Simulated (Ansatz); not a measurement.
C2H2Br2, SMILES `Br/C=C\Br`, relaxed with RKS PBE0-D4/def2-TZVP in Ansatz from a GFN2-xTB geometry. The force threshold is 0.005 eV/Å; the program also tests the step.

Charge 0, multiplicity 1.

Start:

```xyz
6

Br    0.561   -0.038    2.100
C    -0.087   -0.555    0.412
C    -0.092    0.239   -0.647
Br    0.555    2.003   -0.634
H    -0.464   -1.564    0.372
H    -0.474   -0.086   -1.603
```

(1) How much energy does the relaxation release, and in how many steps? (An estimate is asked.)

(2) Which bonds change most? (An estimate is asked.)

(3) Give the relaxed structure. (An estimate is asked.)

Answers

(1) Ansatz gave: 1.28 kJ/mol, in 4 steps.

(2) The calculation gave: Br1–C2 from 1.880 to 1.864 Å; C3–Br4 from 1.879 to 1.864 Å; C2–H5 from 1.078 to 1.082 Å; C3–H6 from 1.079 to 1.082 Å.

(3) Ansatz gave: 
```xyz
6

Br    0.552   -0.081    2.117
C    -0.079   -0.538    0.423
C    -0.082    0.254   -0.635
Br    0.543    2.009   -0.679
H    -0.464   -1.547    0.356
H    -0.470   -0.097   -1.583
```
